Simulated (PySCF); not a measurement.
Species: C₃H₈N₂OSi₂.
Numbering: `[SiH3:1][O:2][c:3]1[cH:4][n:5][cH:6][n:7]1[SiH3:8]` (hydrogens: H9, H10, H11 on Si1; H12 on C4; H13 on C6; H14, H15, H16 on Si8)

The calculation used TDDFT CAM-B3LYP/def2-SVPD, vertical, gas phase, core orbitals frozen in the response (PySCF). One conformer (not necessarily the lowest) at the PBE0-D3(BJ)/def2-SVP geometry, without solvent, vibrations or thermal averaging. Torsions of this conformer, `[SiH3:1][O:2][c:3]1[cH:4][n:5][cH:6][n:7]1[SiH3:8]`: Si1–O2–C3–C4 -1°.

Question: List the vertical singlet excitations with oscillator strengths and describe the spectrum.

Answer: 

```
state  E (eV)  E (kJ/mol)  λ (nm)       f  main configurations (H = HOMO, L = LUMO)
   S1    5.40         521   229.6  0.0005                                 H→L (94%)
   S2    6.05         584   204.8  0.0010     H→L+1 (44%), H→L+2 (32%), H→L+3 (15%)
   S3    6.07         586   204.3   0.191                               H→L+4 (90%)
   S4    6.40         617   193.9  0.0043                  H→L+2 (46%), H→L+1 (37%)
   S5    6.55         632   189.4  0.0032     H→L+3 (45%), H→L+5 (17%), H→L+6 (10%)
   S6    6.61         638   187.5  0.0049              H-1→L+4 (73%), H-1→L+8 (14%)
   S7    6.65         642   186.3   0.024     H→L+5 (32%), H→L+6 (27%), H→L+8 (15%)
   S8    6.77         653   183.2  0.0062     H→L+6 (31%), H→L+3 (28%), H→L+5 (20%)
   S9    6.93         669   178.8  0.0007                   H→L+7 (79%), H→L+1 (8%)
  S10    7.16         691   173.1   0.032     H→L+8 (50%), H→L+6 (19%), H→L+5 (16%)
```

Triplets (Tamm–Dancoff): T1 4.28 eV, H→L+4 (84%); T2 5.26 eV, H→L+11 (34%), H→L+8 (19%), H→L+5 (13%); T3 5.28 eV, H→L (92%); T4 5.88 eV, H-1→L+4 (58%), H-1→L+8 (20%).

The lowest singlet lies at 5.40 eV (230 nm, ultraviolet) and is very weak; its leading configuration is HOMO→LUMO (94%). The most intense listed level is S3 at 6.07 eV (204 nm, f = 0.191), 0.67 eV above S1. Löwdin shares by element: HOMO carbon 65%, oxygen 14% (atoms not listed hold the other 21%); LUMO silicon 41%, oxygen 11%, hydrogen 9% or more (atoms not listed hold the other 39%). The oscillator strengths of these states sum to 0.268; summed over the whole spectrum of an exact calculation they would give the number of electrons, 76 (Thomas–Reiche–Kuhn). Orbital energies (eV): HOMO-3 -11.19, HOMO-2 -9.42, HOMO-1 -9.15, HOMO -7.50, LUMO 0.65, LUMO+1 1.01, LUMO+2 1.10. Weighted by f, the mean energy of these states is 6.29 eV. The vertical ionisation energy (ΔSCF) is 8.16 eV, 0.99 eV above S10. Only the lowest 10 singlets were computed, as vertical energies without vibronic structure.

On one thread, Arm Neoverse V1 (aarch64), shared host, this took 1.7 min wall and 1.3 GiB of memory at its peak.
